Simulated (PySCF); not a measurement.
All values below come from PBE-D3(BJ)/def2-TZVP // PBE-D3(BJ)/def2-SVP in PySCF. All species are isolated molecules in the gas phase. Delta-SCF ions had no search for a lower state. 

Reference species (SMILES): `s1ccc2c1c(cc([SiH3])c2)F` (neutral, multiplicity 1).

```
Item                                      Result
--------------------------------------  --------
HOMO–LUMO gap                            3.61 eV
vertical ionisation energy (Delta-SCF)   7.98 eV
LUMO                                    -2.02 eV
```

Changed species: `c1(cccc2c1sc(F)c2)[SiH3]`.

Task: Predict the effect on the HOMO–LUMO gap, vertical ionisation energy (Delta-SCF) and LUMO.

Result: the HOMO–LUMO gap rises by 0.09 eV, to 3.70 eV; the vertical ionisation energy (Delta-SCF) rises by 0.04 eV, to 8.02 eV; the LUMO goes up by 0.07 eV, to -1.95 eV.
